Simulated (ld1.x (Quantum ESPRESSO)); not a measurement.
**What one change does to a pseudopotential (Gd, TM)**

- Element: gadolinium (Gd)
- Generator: ld1.x (Quantum ESPRESSO) 7.5
- Type: norm-conserving Troullier–Martins (Kleinman–Bylander form)
- Functional: PBE
- Relativity: non-relativistic
- Frozen core: [Xe] 4f7
- Valence charge: 3
- Reference configuration: 5d1 6s1 6p0 (charge +1)
- Partial waves: 6s (bound): rc 3.50 bohr; 6p (bound, empty): rc 3.15 bohr; 5d (bound): rc 2.05 bohr; 5f channel at -0.05 Ry: rc 3.80 bohr
- Local potential: all-electron potential smoothed inside 2.25 bohr (lloc = -2)
- Core correction: none

Change: reference 5d1 6s2 6p0.

Cutoffs: the cutoffs (Ry, on a coarse ladder) from which the occupation-weighted sum of valence levels, in a spherical-Bessel basis at the reference potential, stays within 10 and 1 mRy of its value at 400 Ry; they do not see the model core or the augmentation charge, which bear on the density cutoff. Errors are all-electron minus pseudo energies relative to the spin-unpolarised reference configuration.

Question: What does the change do?

Answer: The potential gets neither clearly harder nor softer (15 Ry and 18 Ry → 15 Ry and 18 Ry); the bound ghosts move from p, s to s; the range in which the f phases agree narrows (upper end 2.4 → 0.7).

```tsv
quantity	base	changed
cutoff, loose	15 Ry	15 Ry
cutoff, tight	18 Ry	18 Ry
bound ghosts	s, p	s
largest error over its own tests, meV	+301	+256
s: phases at 4.09 bohr within 0.05 rad from the reference energy up to (Ry; the scan ends near 5)	1.1	1.5
p: phases at 4.09 bohr within 0.05 rad from the reference energy up to (Ry; the scan ends near 5)	-0.3	n/a
d: phases at 4.09 bohr within 0.05 rad from the reference energy up to (Ry; the scan ends near 5)	3.5	4.0
f: phases at 4.09 bohr within 0.05 rad from the reference energy up to (Ry; the scan ends near 5)	2.4	0.7
```

 A true bound ghost makes a file unfit for plane-wave use even where its test errors are small: the radial tests pick states by their node count and pass the ghost by.
